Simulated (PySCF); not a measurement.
**A survey of ³³S NMR shifts**

[PySCF 2.14: geometry from GFN2-xTB; shieldings: GIAO PBE0/pcSseg-1; in vacuum; one computed conformer; non-relativistic; rapidly exchanging positions averaged]

Shieldings were converted by a linear fit to measured shifts: ³³S (scatter 33.3 ppm rms vs sulfate, solution or neat liquid). Occasional misses reach two or three times the rms, and more in compound classes unlike the fitted ones.

Task: Give the ³³S shifts of `[SiH3][C@@H]1CSCCC[SiH2]1`, `CC[Si@@H](S[SiH3])C1CC1`, `CS[C@H]1C[C@@H]([SiH2][SiH3])C1`.

Result: 
```csv
compound,environment,δ (ppm)
[SiH3][C@@H]1CSCCC[SiH2]1,sulfide sulfur,-299
CC[Si@@H](S[SiH3])C1CC1,sulfur bonded to 2 Si,-620
CS[C@H]1C[C@@H]([SiH2][SiH3])C1,sulfide sulfur,-321
```

Task: Order these by ³³S shift, lowest first.
A. CC/C(=C\[SiH3])[SiH2]SC
B. C#Cc1ncc(SC)nn1
C. CS[C@H]([SiH3])[SiH2]C1CC1
D. C=C(C)[Si@H](CC)S[SiH3]

Result: D (-595 ppm, sulfur bonded to 2 Si), A (-501 ppm, sulfur bonded to C, Si), C (-368 ppm, sulfide sulfur), B (-285 ppm, sulfide sulfur).
